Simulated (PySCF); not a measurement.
## Correlation energy of Pt (platinum, neutral)

[Xe] 4f14 5d8 6s2, high-spin 3F determinant (an excited configuration). All numbers are calculated (PySCF 2.14, the spin-free X2C one-electron Hamiltonian (Gaussian nucleus), in ANO-RCC-VTZP). Frozen: [Kr] 4d10 4f14; 18 electrons correlated.

| level | correlation energy (mhartree) |
| --- | --- |
| CCSD | -520.63 |
| (T) | -18.40 |
| CCSD(T) | -539.03 |

Diagnostics: T1 = 0.016, D1 = 0.0716, largest double amplitude 0.078.

Spin-orbit coupling, absent here, splits the open shell strongly.

Cost of the coupled-cluster step: about 14 core-seconds, for 18 correlated electrons.
